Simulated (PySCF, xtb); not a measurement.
CH3Te, SMILES C[Te], multiplicity 2. Atoms are numbered in the order given.

```xyz
5

C     -1.8249    -0.0053     0.0000
Te     0.3359    -0.0003     0.0000
H     -2.1363     1.0390     0.0000
H     -2.1917    -0.4945    -0.8974
H     -2.1917    -0.4945     0.8974
```
Charge 0, spin multiplicity 2.

Geometry optimised at B3LYP-D3(BJ)/def2-TZVP. The isomer is the one that the SMILES or the coordinates give; other isomers of the formula were not compared. The def2 effective core potentials stand for the cores of Te; spin–orbit coupling is left out.

The numbers are results of IEF-PCM-M06-2X/def2-SVP (PySCF), not measurements.

The values are the electrostatic part of the solvation free energy, E(continuum) − E(gas) at the gas-phase geometry, in a cavity of scaled van der Waals radii (PySCF's table); cavitation and dispersion terms are not included. The dipole moment in vacuum is 1.14 D.

Computed values in water (ε = 78.36), toluene (ε = 2.37), acetonitrile (ε = 35.69):
| solvent | ε | ΔG(elec) (kcal/mol) | dipole (D) |
|---|---|---|---|
| water | 78.36 | -2.1 | 1.54 |
| toluene | 2.37 | -1.0 | 1.33 |
| acetonitrile | 35.69 | -2.0 | 1.53 |

For comparison, GFN2-xTB/ALPB(water) (xtb, at the GFN2-xTB geometry, all terms of that model) gives -1.1 kcal/mol.
